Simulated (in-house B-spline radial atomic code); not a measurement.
## How G0W0 and RPA depend on the start: neutral caesium

Configuration [Xe] 6s1, highest spin. Computed with an all-electron radial atomic-structure program (B-spline basis): all electrons, scalar-relativistic (spin-free one-electron X2C), finite nucleus, each spin shell either full or empty, empty states to l = 9 with an (l + 1/2)⁻⁴ tail; G0W0 by contour deformation at full frequency.

RPA overbinds a lone outer s electron by self-correlation, and G0W0 tends to as well.

| start | mean-field 6s up (eV) | G0W0 (eV) | QP weight | RPA correlation (Eh) |
| --- | --- | --- | --- | --- |
| Hartree-Fock | -3.496 | -4.053 | 0.951 | -3.9641 |
| LDA VWN5 | -2.387 | -4.084 | 0.703 | -4.3346 |
| PBE0 | -2.661 | ? | ? | ? |
| r2SCAN | -2.318 | -4.074 | 0.728 | -4.2637 |
| HSE06 | -2.370 | -4.030 | 0.688 | -4.2376 |
| B3LYP (VWN-RPA) | -2.594 | ? | ? | ? |
| SCAN | -2.332 | -4.077 | 0.735 | -4.2619 |
| BHandHLYP | -2.934 | -4.128 | 0.907 | -4.1328 |
| CAM-B3LYP | -3.274 | -4.146 | 0.929 | -4.1943 |
| LC-wPBE | -3.819 | -4.098 | 0.953 | -4.1831 |
| wB97X | -3.618 | -4.092 | 0.949 | -4.1674 |
| PBEsol | -2.289 | -4.013 | 0.624 | -4.3304 |
| r2SCAN0 | -2.703 | -4.128 | 0.848 | -4.1837 |

**Question.** What G0W0 level, weight and RPA correlation energy follow from the B3LYP (VWN-RPA) start?

**Answer.** G0W0 level -4.126 eV, weight 0.822, RPA correlation -4.2469 hartree.

**Question.** What G0W0 level, weight and RPA correlation energy follow from the PBE0 start?

**Answer.** G0W0 level -4.122 eV, weight 0.846, RPA correlation -4.2248 hartree.

**Question.** How much of the dependence on the start does G0W0 remove?

**Answer.** The mean-field levels span 1.53 eV and the G0W0 levels 0.133 eV. Against 3.894 eV (NIST, measured) the G0W0 removal energies are off by +0.12 to +0.25 eV, with spin-orbit coupling, Breit and QED terms left out.
